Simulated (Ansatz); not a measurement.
This geometry of CH₈AsNSi (12 atoms, charge 0, multiplicity 1) is a first-order saddle point.

Level of theory: Ansatz 0.2.0, RKS PBE0/def2-SVP.

```xyz
12
Properties=species:S:1:pos:R:3
N -0.739 1.395 0.588
C 0.235 0.356 0.488
Si 0.504 -0.158 -1.315
As -0.242 -1.179 1.716
H -1.536 1.415 -0.028
H -0.572 2.215 1.148
H 1.207 0.714 0.866
H -0.830 -0.518 -1.892
H 1.060 0.982 -2.112
H 1.420 -1.332 -1.435
H 0.841 -2.155 1.246
H -1.270 -1.791 0.764
```

Which two structures does it join? (They come from a converged band through this point; their orientation in space is the band's.)

No bond is made or broken. The height of N1 over the plane of its neighbours goes from -0.37 to 0.36 Å.

Image 0:

```xyz
12
Properties=species:S:1:pos:R:3
N -0.844 1.380 0.516
C 0.195 0.368 0.439
Si 0.390 -0.243 -1.341
As -0.333 -1.113 1.669
H -0.638 2.169 -0.096
H -0.934 1.753 1.460
H 1.197 0.684 0.807
H -0.861 -0.906 -1.814
H 0.678 0.921 -2.245
H 1.534 -1.201 -1.425
H 0.891 -1.984 1.390
H -1.198 -1.882 0.673
```

Image 6:

```xyz
12
Properties=species:S:1:pos:R:3
N -0.624 1.546 0.446
C 0.279 0.416 0.418
Si 0.494 -0.178 -1.368
As -0.246 -1.044 1.705
H -1.563 1.286 0.148
H -0.706 1.954 1.375
H 1.273 0.746 0.765
H -0.854 -0.547 -1.905
H 1.076 0.897 -2.229
H 1.381 -1.380 -1.417
H 0.836 -2.052 1.322
H -1.268 -1.699 0.774
```

How far does it lie above each of them?

0.131 eV above the first and 0.173 eV above the second. This is the barrier of this one path; another mechanism may lie lower.

Time of the run: 5.5 min on 2 threads of Arm Neoverse V1, with other jobs on the host, peak memory 0.3 GiB.
